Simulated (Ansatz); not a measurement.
Calculated with Ansatz (gas phase, PBE0-D4/def2-TZVP geometries, no zero-point term in ΔE). CCSD(T)/CBS is the MP2 limit (def2-TZVPP, def2-QZVPP) plus CCSD(T) − MP2 in def2-TZVPP, frozen cores. This one scheme is used for every species. Functionals use def2-TZVPP. B3LYP here is the variant with VWN-RPA as its local correlation; programs differ in this. Elements past krypton have def2 core potentials. For Te outer-core shells are correlated without core-valence functions, which leaves a few kJ/mol of doubt a bond.

Consider the substitution at a C–F bond: `CC(F)[SiH3]` + H₂Te → `CC([SiH3])[TeH]` + H–F.

`CC(F)[SiH3]`:

```xyz
11

C     0.018    0.752   -1.206
C    -0.634   -0.166   -0.200
F    -0.933   -1.386   -0.824
Si    0.438   -0.542    1.325
H     0.971    0.346   -1.551
H    -0.632    0.893   -2.073
H     0.205    1.731   -0.756
H    -1.593    0.259    0.123
H     0.698    0.730    2.052
H     1.730   -1.130    0.885
H    -0.269   -1.488    2.224
```

H₂Te:

Cartesian coordinates in Å:
```
Te 0.234 -0.386 0.633
H -1.233 0.107 0.043
H 0.999 0.280 -0.676
```

`CC([SiH3])[TeH]`:

Z-matrix (Å, degrees):
```
C
C 1 1.523
H 1 1.094 2 110.3
H 1 1.094 2 112.0 3 -119.6
H 1 1.094 2 111.6 3 119.4
Si 2 1.876 1 112.9 3 -60.9
Te 2 2.167 1 108.1 3 178.3
H 2 1.092 1 110.2 3 63.2
H 6 1.486 2 109.3 1 -56.5
H 6 1.493 2 109.7 1 62.7
H 6 1.486 2 110.7 1 -177.6
H 7 1.658 2 94.4 1 178.2
```

H–F:

```xyz
2

F    -0.055   -0.142    0.434
H     0.055    0.142   -0.434
```

| level | ΔE (kJ/mol) | difference from CCSD(T)/CBS |
| --- | --- | --- |
| PBE-D4 | -54.3 | 19.6 |
| r2SCAN-D4 | -48.4 | 25.5 |
| PBE0-D4 | -57.4 | 16.5 |
| B3LYP-D4 | -49.6 | 24.3 |
| ωB97X-V | -44.3 | 29.6 |
| ωB97M-V | -49.8 | 24.1 |
| B2PLYP | -50.2 | 23.7 |
| PBE | -44.2 | 29.7 |
| r2SCAN | -46.1 | 27.8 |
| PBE0 | -48.5 | 25.4 |
| B3LYP | -32.8 | 41.1 |
| HF/def2-TZVPP | -25.0 | 48.9 |
| MP2/def2-TZVPP | -85.7 | -11.8 |
| SCS-MP2/def2-TZVPP | -70.6 | 3.3 |
| CCSD/def2-TZVPP | -58.5 | 15.4 |
| CCSD(T)/def2-TZVPP | -64.4 | 9.5 |
| HF/def2-QZVPP | -25.8 | 48.1 |
| MP2/def2-QZVPP | -91.4 | -17.5 |
| SCS-MP2/def2-QZVPP | -76.0 | -2.1 |
| HF/CBS(def2) | -25.9 | 48.0 |
| MP2/CBS(def2) | -95.2 | -21.3 |
| CCSD/CBS(def2) | -68.0 | 5.9 |
| CCSD(T)/CBS | -73.9 | 0 |

Largest T1 diagnostic among the species: 0.011.

The D4 term adds −16.8 kJ/mol with B3LYP and −8.9 kJ/mol with PBE0; it sums over pairs of atoms, weighted by their polarisabilities, and B3LYP, whose exchange is more repulsive, gets the larger term. From PBE to PBE0 (25 % exact exchange), in def2-TZVPP and without D4, ΔE moves by −4.3 kJ/mol.
